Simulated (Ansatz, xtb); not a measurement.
C5H6Br2: which of two isomers lies lower

We compare I, `BrC1=C(Br)CCC1`, a singlet, with II, `BrC1(Br)C=CCC1`, a singlet. Both are isolated molecules in the gas phase, relaxed with PBE0-D3(BJ)/def2-SVP; the shapes shown needn't be the lowest conformers.

I (Å):

```xyz
13

C    -1.0423    1.5247    0.3659
C    -1.6574    0.3946    0.7417
C    -1.1468   -0.7973   -0.0155
C    -0.3695   -0.1489   -1.1747
C    -0.0193    1.2739   -0.7042
Br   -1.2940    3.2202    1.0963
Br   -2.9272    0.2199    2.0941
H    -1.9606   -1.4556   -0.3563
H    -0.5003   -1.4055    0.6426
H    -1.0275   -0.0832   -2.0544
H     0.5159   -0.7293   -1.4704
H    -0.0684    2.0201   -1.5121
H     0.9949    1.3410   -0.2706
```

II (Å):

```xyz
13

C    -0.7242    0.4692    0.9261
C    -2.0340    0.7101    0.2550
C    -1.9194    0.5222   -1.0648
C    -0.5264    0.1252   -1.4570
C     0.2932    0.4971   -0.2159
Br   -0.7663   -1.3157    1.7783
Br   -0.3332    1.7868    2.3072
H    -2.9414    0.9373    0.8154
H    -2.7486    0.5877   -1.7731
H    -0.1666    0.6277   -2.3683
H    -0.4914   -0.9614   -1.6564
H     0.6472    1.5345   -0.3124
H     1.1620   -0.1439   -0.0211
```

**Question.** Estimate E(II) − E(I) at the level CCSD(T)/def2-SVP + ΔMP2/def2-TZVPP.

**Answer.** Too close to call at this level: CCSD(T)/def2-SVP + ΔMP2/def2-TZVPP gives E(II) − E(I) = +1.72 kcal/mol.

Level by level:

```json
{"level": "GFN2-xTB", "geometry": "GFN2-xTB", "E(II) − E(I) (kcal/mol)": "+5.47", "departure from the last row (kcal/mol)": "+3.74", "job, with rough time for the two": "optimisation, 0.19 s"}
{"level": "HF/STO-3G", "geometry": "GFN2-xTB", "E(II) − E(I) (kcal/mol)": "+13.86", "departure from the last row (kcal/mol)": "+12.13", "job, with rough time for the two": "single point, 0.78 s"}
{"level": "r2SCAN-D4/def2-SVP", "geometry": "GFN2-xTB", "E(II) − E(I) (kcal/mol)": "+2.35", "departure from the last row (kcal/mol)": "+0.62", "job, with rough time for the two": "single point, 6.6 s"}
{"level": "PBE0-D3(BJ)/def2-SVP", "geometry": "PBE0-D3(BJ)/def2-SVP", "E(II) − E(I) (kcal/mol)": "+3.05", "departure from the last row (kcal/mol)": "+1.32", "job, with rough time for the two": "optimisation, 74 s"}
{"level": "HF/def2-SVP", "geometry": "PBE0-D3(BJ)/def2-SVP", "E(II) − E(I) (kcal/mol)": "+2.71", "departure from the last row (kcal/mol)": "+0.99", "job, with rough time for the two": "part of the CCSD(T) run"}
{"level": "MP2/def2-SVP", "geometry": "PBE0-D3(BJ)/def2-SVP", "E(II) − E(I) (kcal/mol)": "+2.15", "departure from the last row (kcal/mol)": "+0.42", "job, with rough time for the two": "part of the CCSD(T) run"}
{"level": "CCSD(T)/def2-SVP", "geometry": "PBE0-D3(BJ)/def2-SVP", "E(II) − E(I) (kcal/mol)": "+1.84", "departure from the last row (kcal/mol)": "+0.11", "job, with rough time for the two": "single point"}
{"level": "CCSD(T)/def2-SVP + ΔMP2/def2-TZVPP", "geometry": "PBE0-D3(BJ)/def2-SVP", "E(II) − E(I) (kcal/mol)": "+1.72", "departure from the last row (kcal/mol)": "", "job, with rough time for the two": "single point, 3.8 min"}
```

As drawn, both hold the same kinds of bond in the same numbers.

The largest departure from CCSD(T)/def2-SVP + ΔMP2/def2-TZVPP is that of HF/STO-3G, 12.13 kcal/mol. The last row adds to CCSD(T) the change of the MP2 difference between the two basis sets, here −0.11 kcal/mol.

With thermal terms from frequencies at re-optimised GFN2-xTB minima (ideal gas, soft modes damped towards free rotors, one conformer each, 298.15 K, 1 atm): on the last row, ΔE + ΔZPE = +1.08, ΔH = +1.05, ΔG = +1.35 kcal/mol.

The correlated steps freeze 23 core orbitals; the filled d shell of Br is correlated, in a basis made for valence electrons. Codes used: Ansatz 0.2.0, xtb 6.7.1; the last row on 4 threads of Arm Neoverse V1 on a shared host.
